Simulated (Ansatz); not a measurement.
`N[SiH]([O])Cl` radical, relaxed with UKS PBE-D4/def2-SVP in Ansatz from a rough embedded geometry. The force threshold is 0.03 eV/Å; the program also tests the step.

The species carries charge 0 and has multiplicity 2.

Start:

```xyz
7

N    -0.186    1.113   -0.398
Si    0.256   -0.363    0.435
O    -0.511   -0.334    1.948
Cl   -0.352   -2.093   -0.582
H     0.256    1.028   -1.406
H    -1.196    1.085   -0.623
H     1.733   -0.436    0.626
```

| step | energy (eV) | largest force (eV/Å) | largest move (Å) |
| --- | --- | --- | --- |
| 1 | -23964.4797 | 2.395 | 0.000 |
| 2 | -23964.6592 | 1.017 | 0.075 |
| 3 | -23964.7988 | 0.523 | 0.195 |
| 4 | -23964.8581 | 0.748 | 0.200 |
| 5 (rejected) | -23964.8571 | 1.448 | 0.125 |
| 6 | -23964.8863 | 0.249 | 0.061 |
| 7 | -23964.9133 | 0.593 | 0.100 |
| 8 | -23964.9274 | 1.355 | 0.146 |
| 9 | -23964.9824 | 0.794 | 0.114 |
| 10 | -23965.0132 | 0.240 | 0.102 |
| 11 | -23965.0200 | 0.307 | 0.058 |
| 12 (rejected) | -23965.0196 | 0.275 | 0.091 |
| 13 | -23965.0244 | 0.049 | 0.044 |
| 14 | -23965.0254 | 0.035 | 0.043 |
| 15 | -23965.0260 | 0.037 | 0.037 |
| 16 | -23965.0261 | 0.015 | 0.008 |

End:

```xyz
7

N    -0.220    0.770   -0.706
Si    0.294   -0.517    0.402
O    -0.457    0.063    1.727
Cl   -0.444   -2.315   -0.326
H     0.274    1.670   -0.673
H    -1.232    0.923   -0.801
H     1.786   -0.593    0.376
```

It took 25 s on 4 threads of an Arm Neoverse V1 on a shared host, with 0.18 GiB of host memory at the peak.
